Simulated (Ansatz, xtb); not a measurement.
Relative energy of two isomers of C3H10BN2P

Structure X is `NB(P)NC1CC1`, a singlet and structure Y is `CN1CCNB1P`, a singlet. Both are isolated molecules in the gas phase, relaxed with B3LYP-D3(BJ)/def2-SVP; the shapes shown needn't be the lowest conformers.

X (Å):

```xyz
17

C    -0.3961   -1.7810   -1.2327
C    -0.9325   -0.9877   -2.3948
C     0.0794   -0.3658   -1.4677
B    -0.9247   -1.8773    1.2476
N     0.3227   -1.3490    1.6467
N    -1.2581   -2.0514   -0.1236
P    -2.2966   -2.2339    2.6005
H     0.5751   -1.1915    2.6123
H     1.0345   -1.0662    0.9843
H    -2.7799   -3.4526    2.0305
H    -1.4435   -2.8982    3.5352
H    -2.1200   -2.5229   -0.3717
H     0.3251   -2.5722   -1.4863
H    -1.9655   -0.6377   -2.3158
H    -0.6188   -1.2674   -3.4040
H     1.0987   -0.2148   -1.8345
H    -0.2760    0.3965   -0.7702
```

Y (Å):

```xyz
17

C    -2.1411   -0.0703    0.6125
C    -1.2921    0.0055   -1.7269
C    -0.2061   -0.7573   -2.5160
B     0.0363   -1.2079   -0.2110
N    -1.2080   -0.5375   -0.3741
N     0.6915   -1.2416   -1.4710
P     0.6410   -2.0546    1.4269
H    -2.0614    1.0226    0.7876
H    -1.9658   -0.5776    1.5724
H    -3.1857   -0.2761    0.3126
H    -1.0904    1.0974   -1.7227
H    -2.2968   -0.1338   -2.1645
H     0.3020   -0.1025   -3.2438
H    -0.6574   -1.5934   -3.0860
H     1.4926   -1.8001   -1.7296
H     2.0385   -1.9481    1.1522
H     0.6087   -0.8814    2.2417
```

Energies in hartree; the thermal terms are from GFN2-xTB frequencies at re-optimised GFN2-xTB minima (ideal gas, soft modes damped towards free rotors, one conformer each, 298.15 K, 1 atm) and include the zero-point energy:

|  | X | Y |
| --- | --- | --- |
| E, CCSD(T)/def2-SVP | −594.573745 | −594.590764 |
| E, MP2/def2-SVP | −594.465124 | −594.479421 |
| E, MP2/def2-TZVPP | −595.087803 | −595.098232 |
| zero-point energy | 0.134733 | 0.135997 |
| H(298 K) − E | 0.145101 | 0.145877 |
| G(298 K) − E | 0.100299 | 0.102250 |

Question: Correct the CCSD(T) difference for the basis set by the MP2 change, then work out ΔE, ΔE₀, ΔH and ΔG for X → Y in kcal/mol (1 Eh = 627.51 kcal/mol) and the equilibrium ratio [Y]/[X].

Answer: 1. Differences Y − X: CCSD(T) −0.017019, MP2 in the small set −0.014297, MP2 in the large set −0.010429 Eh.
2. ΔE = −0.017019 + (−0.010429 − (−0.014297)) = −0.013151 Eh = −8.25 kcal/mol.
3. ΔE₀ = ΔE + ΔZPE = −0.013151 + (+0.001264) Eh = −7.46 kcal/mol.
4. ΔH = ΔE + (+0.000776) Eh = −7.77 kcal/mol.
5. ΔG = ΔE + (+0.001951) Eh = −7.03 kcal/mol, so ΔS = (ΔH − ΔG)/T = −10.3 J/(mol K).
6. kT = 0.9442 mEh, so K = [Y]/[X] = exp(−ΔG/kT) = exp(+11.86) ≈ 1.4 × 10^5.

Structure Y is favoured at this temperature. An error of 1 kcal/mol in ΔG would change K by a factor of 5.4. Mirror images and further conformers aren't counted.

As drawn, Y has 2 C–N, 2 C–H in place of 2 C–C, 2 N–H. Structure X has a 3-membered ring, Y a 5-membered ring.

Other levels gave ΔE = −21.7 (GFN2-xTB); −39.2 (HF/STO-3G, GFN2-xTB geometries); −8.7 (r2SCAN-D4/def2-SVP, GFN2-xTB geometries); −10.7 (B3LYP-D3(BJ)/def2-SVP); −10.0 (HF/def2-SVP); −9.0 (MP2/def2-SVP); −10.7 (CCSD(T)/def2-SVP) kcal/mol. The correlated steps freeze 11 core orbitals. Programs: Ansatz 0.2.0, xtb 6.7.1.
